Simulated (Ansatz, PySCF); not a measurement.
System: C$_{2}$HClF (charge 0, doublet). It need not be the lowest isomer of its formula. SMILES: F[C]=CCl
Geometry: optimised at B3LYP-D3(BJ)/def2-TZVP (Ansatz, an electronic-structure program).

Quantity: atomisation energy (electronic, to ground-state atoms), in kJ/mol. Valence correlation only, unless marked. Open shells are spin-unrestricted. Spin-orbit coupling is left out. Non-relativistic. The coupled-cluster limit lacks core correlation, which all-electron functionals hold. CBS(X,Y): correlation extrapolated as X^-3; Hartree-Fock from the larger set. The bracket is a focal-point correction in the basis named.

| level | program | atomisation energy (kJ/mol) | minus last row |
|---|---|---|---|
| PBE-D3(BJ)/def2-TZVPD | Ansatz + dftd3 | 1921.7 | 136.7 |
| revPBE/def2-TZVPD | Ansatz | 1821.7 | 36.7 |
| TPSS-D3(BJ)/def2-TZVPD | PySCF + dftd3 | 1839.0 | 54.0 |
| MN15/def2-TZVPD | PySCF | 1827.5 | 42.5 |
| CAM-B3LYP-D3(BJ)/def2-TZVPD | Ansatz + dftd3 | 1803.5 | 18.5 |
| RI-MP2/cc-pV(Q+d)Z | Ansatz | 1812.4 | 27.4 |
| CCSD/6-31G | Ansatz | 1410.0 | -375.0 |
| CCSD(T)/6-31G | Ansatz | 1430.0 | -355.0 |
| RI-MP2/CBS(cc-pV(T+d)Z,cc-pV(Q+d)Z)+[CCSD(T)-MP2]/cc-pV(D+d)Z | Ansatz | 1789.2 | 4.2 |
| RI-MP2/CBS(cc-pV(T+d)Z,cc-pV(Q+d)Z)+[CCSD(T)-MP2]/cc-pV(T+d)Z | Ansatz | 1785.0 | 0.0 |

The UHF reference is spin-contaminated (<S^2> 0.20 over the pure value in the largest basis).
